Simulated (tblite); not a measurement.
C5H8Si.
Bonds: C1–C2 (double), C2–C3 (double), C3–C4 (double), C4–C5, C5–Si6. Hydrogens: H7, H8 on C1; H9 on C4; H10, H11 on C5; H12, H13, H14 on Si6.

Computed with GFN2-xTB (tblite), gas phase: Langevin dynamics at 600 K from the optimised GFN2-xTB geometry, time step 0.5 fs, friction 0.01 fs⁻¹, 2000 steps.

Start geometry:
```
atom  x, y, z in Å
C1      3.462    0.555    0.257
C2      2.261    0.036    0.241
C3      1.116   -0.482    0.204
C4     -0.089   -1.004    0.208
C5     -1.220   -0.490    1.024
Si6    -2.419    0.531   -0.065
H7      4.252    0.169   -0.368
H8      3.707    1.389    0.896
H9     -0.309   -1.841   -0.446
H10    -0.845    0.134    1.836
H11    -1.765   -1.327    1.466
H12    -2.914   -0.319   -1.150
H13    -1.699    1.680   -0.614
H14    -3.539    0.968    0.770
```

The statistics below take the 31 frames saved every 25 fs from 250 to 1000 fs; their kinetic temperature (all 3N coordinates) averages 579 K.

Q: Give the mean, spread and extremes of the bond lengths.

A: 
```json
{"bond": "C1=C2", "start (Å)": "1.309", "mean (Å)": "1.310", "standard deviation (Å)": "0.026", "shortest (Å)": "1.264", "longest (Å)": "1.367"}
{"bond": "C2=C3", "start (Å)": "1.257", "mean (Å)": "1.268", "standard deviation (Å)": "0.030", "shortest (Å)": "1.190", "longest (Å)": "1.339"}
{"bond": "C3=C4", "start (Å)": "1.313", "mean (Å)": "1.323", "standard deviation (Å)": "0.022", "shortest (Å)": "1.277", "longest (Å)": "1.380"}
{"bond": "C4–C5", "start (Å)": "1.487", "mean (Å)": "1.504", "standard deviation (Å)": "0.055", "shortest (Å)": "1.386", "longest (Å)": "1.621"}
{"bond": "C5–Si6", "start (Å)": "1.915", "mean (Å)": "1.938", "standard deviation (Å)": "0.068", "shortest (Å)": "1.820", "longest (Å)": "2.080"}
{"bond": "C1–H7", "start (Å)": "1.078", "mean (Å)": "1.091", "standard deviation (Å)": "0.044", "shortest (Å)": "0.961", "longest (Å)": "1.163"}
{"bond": "C1–H8", "start (Å)": "1.078", "mean (Å)": "1.088", "standard deviation (Å)": "0.042", "shortest (Å)": "1.013", "longest (Å)": "1.201"}
{"bond": "C4–H9", "start (Å)": "1.084", "mean (Å)": "1.092", "standard deviation (Å)": "0.048", "shortest (Å)": "1.013", "longest (Å)": "1.205"}
{"bond": "C5–H10", "start (Å)": "1.091", "mean (Å)": "1.103", "standard deviation (Å)": "0.065", "shortest (Å)": "0.999", "longest (Å)": "1.258"}
{"bond": "C5–H11", "start (Å)": "1.092", "mean (Å)": "1.096", "standard deviation (Å)": "0.027", "shortest (Å)": "1.049", "longest (Å)": "1.165"}
{"bond": "Si6–H12", "start (Å)": "1.465", "mean (Å)": "1.487", "standard deviation (Å)": "0.073", "shortest (Å)": "1.335", "longest (Å)": "1.645"}
{"bond": "Si6–H13", "start (Å)": "1.462", "mean (Å)": "1.482", "standard deviation (Å)": "0.065", "shortest (Å)": "1.380", "longest (Å)": "1.619"}
{"bond": "Si6–H14", "start (Å)": "1.464", "mean (Å)": "1.471", "standard deviation (Å)": "0.048", "shortest (Å)": "1.380", "longest (Å)": "1.600"}
```

Q: How far does each atom move about its mean position (frames aligned on the start, all atoms weighted alike), and what rms force does it feel?

A: 
```json
{"atom": "C1", "rms displacement (Å)": "0.45", "rms force (eV/Å)": "2.80"}
{"atom": "C2", "rms displacement (Å)": "0.27", "rms force (eV/Å)": "2.19"}
{"atom": "C3", "rms displacement (Å)": "0.50", "rms force (eV/Å)": "2.52"}
{"atom": "C4", "rms displacement (Å)": "0.81", "rms force (eV/Å)": "2.32"}
{"atom": "C5", "rms displacement (Å)": "0.64", "rms force (eV/Å)": "2.92"}
{"atom": "Si6", "rms displacement (Å)": "0.44", "rms force (eV/Å)": "2.18"}
{"atom": "H7", "rms displacement (Å)": "0.73", "rms force (eV/Å)": "1.65"}
{"atom": "H8", "rms displacement (Å)": "1.32", "rms force (eV/Å)": "1.39"}
{"atom": "H9", "rms displacement (Å)": "1.76", "rms force (eV/Å)": "1.52"}
{"atom": "H10", "rms displacement (Å)": "1.52", "rms force (eV/Å)": "1.83"}
{"atom": "H11", "rms displacement (Å)": "1.28", "rms force (eV/Å)": "0.93"}
{"atom": "H12", "rms displacement (Å)": "1.24", "rms force (eV/Å)": "1.41"}
{"atom": "H13", "rms displacement (Å)": "0.79", "rms force (eV/Å)": "1.13"}
{"atom": "H14", "rms displacement (Å)": "1.17", "rms force (eV/Å)": "0.89"}
```

The displacements run from 0.27 to 1.76 Å, the largest at H9.

Q: Follow the torsion C3–C4–C5–Si6 through every second one of these frames.

A: 
```
t (fs)  C3–C4–C5–Si6 (°)
   250               130
   300               158
   350               155
   400               139
   450               156
   500               173
   550              -172
   600              -146
   650              -122
   700              -108
   750              -111
   800              -103
   850              -113
   900               -96
   950              -101
  1000              -109
```

Largest departure from the start value over all these frames: C3–C4–C5–Si6 164° (start 102°).

Q: How widely does the potential energy scatter, against a harmonic estimate?

A: Mean 1.01 eV above the start, standard deviation 0.226 eV, range 0.65 to 1.63 eV. For 36 classical harmonic modes at 600 K the canonical values are 36kT/2 = 0.93 eV and kT·√(36/2) = 0.219 eV.

The run is classical and short, so these are rough statistics of one trajectory.

What follows is the cost of the whole dynamics run. On Arm Neoverse N1, one thread, no GPU, shared host with 64 logical CPUs at a one-minute load of 16, this took 16 s wall and 0.18 GiB of memory at its peak.
